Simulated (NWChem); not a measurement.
Molecule: BiCl$_{3}$; SMILES [Bi]([Cl])([Cl])[Cl]

```xyz
4

Bi     0.0000     0.0000     0.4468
Cl    -0.8455     1.9881    -0.7272
Cl     2.1445    -0.2618    -0.7272
Cl    -1.2990    -1.7263    -0.7272
```
Atoms are numbered in this order, from 1.

All runs: NWChem. Structure relaxed at the PBE0/def2-SVP level. def2 effective core potentials on Bi; no spin-orbit coupling. Total energies compare along this basis series because the functional is fixed.

| level | basis functions | energy (Ha) | highest occupied level (eV) | orbital gap (eV) | dipole (D) | relative time |
|---|---|---|---|---|---|---|
| PBE0/def2-SVP | 80 | -1594.4683 | -8.60 | 6.27 | 4.11 | 1 |
| PBE0/def2-SVPD | 113 | -1594.4963 | -8.95 | 6.16 | 3.99 | 2 |
| PBE0/def2-TZVP | 161 | -1594.9620 | -8.81 | 6.32 | 4.01 | 6 |
| PBE0/def2-TZVPD | 194 | -1594.9643 | -8.86 | 6.23 | 3.89 | 8 |
| PBE0/def2-TZVPP | 176 | -1594.9621 | -8.81 | 6.32 | 4.01 | 5 |

Relative times are rough (shared machine, one core).
